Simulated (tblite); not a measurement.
Compound: C5H7N2O (doublet state).
Numbering: `[CH3:1][N:2][C:3](=[O:4])[C@@H:5]([CH3:6])[C:7]#[N:8]` (hydrogens: H9, H10, H11 on C1; H12 on C5; H13, H14, H15 on C6)

Computed geometry: GFN2-xTB, gas phase. This method treats the open shell by occupation alone, without spin polarisation.

Entries marked ? are missing. Bonds in one row agree within 0.01 Å.

```json
{"coordinate": "C1–N2", "value": "1.401 Å"}
{"coordinate": "N2–C3", "value": "?"}
{"coordinate": "C3=O4", "value": "?"}
{"coordinate": "C3–C5", "value": "1.527 Å"}
{"coordinate": "C5–C6", "value": "?"}
{"coordinate": "C5–C7", "value": "1.445 Å"}
{"coordinate": "C7≡N8", "value": "?"}
{"coordinate": "C1–H9, C1–H10, C1–H11", "value": "1.095 Å"}
{"coordinate": "C5–H12", "value": "1.095 Å"}
{"coordinate": "C6–H13, C6–H14, C6–H15", "value": "1.088 Å"}
{"coordinate": "C1–N2–C3", "value": "?"}
{"coordinate": "N2–C3–O4", "value": "120.3°"}
{"coordinate": "N2–C3–C5", "value": "115.5°"}
{"coordinate": "O4–C3–C5", "value": "124.1°"}
{"coordinate": "C3–C5–C6", "value": "?"}
{"coordinate": "C3–C5–C7", "value": "?"}
{"coordinate": "C6–C5–C7", "value": "110.6°"}
{"coordinate": "C5–C7–N8", "value": "179.5°"}
```

Question: Estimate the withheld lengths and angles.

Answer: 
- N2–C3 = 1.313 Å, drawn single in one of several resonance forms (ends: nitrogen bonded to 2 C; carbon bonded to C, N and O); 0.13 Å below the sum of covalent radii, 1.44 Å.
- C3=O4 = 1.229 Å, drawn double in one of several resonance forms (ends: carbon bonded to C, N and O; oxygen bonded to C); 0.16 Å below the sum of covalent radii, 1.39 Å.
- C5–C6 = 1.530 Å, drawn single (ends: carbon bonded to 3 C and H; carbon bonded to C and 3 H); 0.01 Å above the sum of covalent radii, 1.52 Å.
- C7≡N8 = 1.143 Å, drawn triple (ends: carbon bonded to C and N; nitrogen bonded to C); 0.26 Å below the sum of covalent radii, 1.40 Å.
- C1–N2–C3 = 128.1°, at the nitrogen bonded to 2 C; the outer atoms are 2.441 Å apart.
- C3–C5–C6 = 111.6°, at the carbon bonded to 3 C and H; the outer atoms are 2.528 Å apart.
- C3–C5–C7 = 106.4°, at the carbon bonded to 3 C and H; the outer atoms are 2.381 Å apart.

Radii are Cordero's, carbon taken as 0.76, 0.73 or 0.69 Å for four, three, and two or fewer neighbours.

Its GFN2-xTB frequencies are all real (lowest 19 cm⁻¹). Torsions: C1–N2–C3–O4 -12°, N2–C3–C5–C6 154°. 3 starts were optimised and ended at 0.00, 0.00 and 0.76 kcal/mol (GFN2-xTB); the lowest of these is shown.

One conformer stands for the species.
